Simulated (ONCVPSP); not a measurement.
**fluorine: excitation energies, all-electron against ONCV**

- Element: fluorine
- Generator: ONCVPSP 4.0.1
- Type: optimised norm-conserving Vanderbilt (ONCV)
- Functional: LDA (Perdew-Zunger)
- Relativity: non-relativistic
- Frozen core: [He]
- Valence charge: 7
- Reference configuration: 2s2 2p2 (charge +3)
- Partial waves: 2s: rc 0.90 bohr, ncon 5, nbas 9, qcut 9.5 1/bohr, local; 2p: rc 1.40 bohr, ncon 3, nbas 8, qcut 11.7 1/bohr, 1 projector
- Local potential: the s channel
- Core correction: Teter function, fcfact 5.75, rcfact 1.4

Energies are relative to the spin-unpolarised reference configuration 2s2 2p2; without spin polarisation the order of configurations can differ from experiment.

| valence configuration | charge | ΔE all-electron (eV) | error AE − PS (meV) |
| --- | --- | --- | --- |
| 2s2 2p5 | 0 | -118.826 | +639 |
| 2s2 2p4 | +1 | -99.259 | +452 |
| 2s2 2p3 | +2 | -60.737 | +170 |

Q: What are ΔE and the potential's error for 2s2 2p4.5?

A: ΔE = -111.190 eV all-electron; the error (AE − PS) is +563 meV.
